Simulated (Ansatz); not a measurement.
The cluster AgBr2⁻. Charge -1, multiplicity 1. Geometry PBE-D4/def2-TZVPD; atoms count from 1.

```xyz
3

Ag    0.0001    0.0003    0.0001
Br    2.3619   -0.7227   -0.0379
Br   -2.3620    0.7224    0.0378
```

In the def2 sets Ag takes a core potential; there is no spin–orbit coupling. The structure comes from a short search, and lower isomers may exist.

Q: Estimate the Mulliken populations from the PBE0/def2-TZVPD orbitals of Ansatz.

A: 
| atom | charge (e) | d electrons |
| --- | --- | --- |
| Ag1 | 0.07 | 9.89 |
| Br2 | -0.53 | – |
| Br3 | -0.53 | – |
Mulliken values depend strongly on the basis. With diffuse functions, as here, like atoms can get unlike values, and bond orders can come out too low or too high.

Q: And the Mayer bond orders between heavy atoms (over 0.3)?

A: Ag1–Br2 0.79 (2.47 Å); Ag1–Br3 0.79 (2.47 Å).
